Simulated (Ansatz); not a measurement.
The cluster Ga₄F₅. Total charge 0; doublet. Geometry PBE0-D4/def2-SVP, that of the charge +1 singlet; atoms count from 1.

```xyz
9

Ga    0.639    2.279   -1.259
Ga    0.049    1.172    2.410
Ga   -2.629    0.430   -0.293
Ga    0.598   -1.195   -0.264
F    -0.718    1.435    0.318
F     1.353   -2.703   -0.597
F     1.182    0.248   -1.223
F    -1.207   -1.100   -0.538
F     0.735   -0.567    1.447
```

The structure comes from a short search, and lower isomers may exist.

Problem. Estimate the Mulliken populations from the PBE0/def2-TZVP orbitals of Ansatz.

Solution. 
```tsv
atom	charge (e)	spin (α − β)
Ga1	0.15	0.55
Ga2	0.41	0.23
Ga3	0.41	0.23
Ga4	0.97	-0.01
F5	-0.54	0.00
F6	-0.34	0.00
F7	-0.34	0.00
F8	-0.36	0.00
F9	-0.36	0.00
```
Mulliken values depend strongly on the basis.

Problem. Where does the spin sit?

Solution. Summed by element: Ga 0.99, F 0.01, of 1 unpaired in all. Largest on single atoms: Ga1 0.55, Ga3 0.23, Ga2 0.23.

Problem. And the Mayer bond orders between heavy atoms (over 0.3)?

Solution. Ga4–F6 1.07 (1.72 Å); Ga4–F7 0.73 (1.83 Å); Ga4–F8 0.69 (1.83 Å); Ga4–F9 0.69 (1.83 Å).
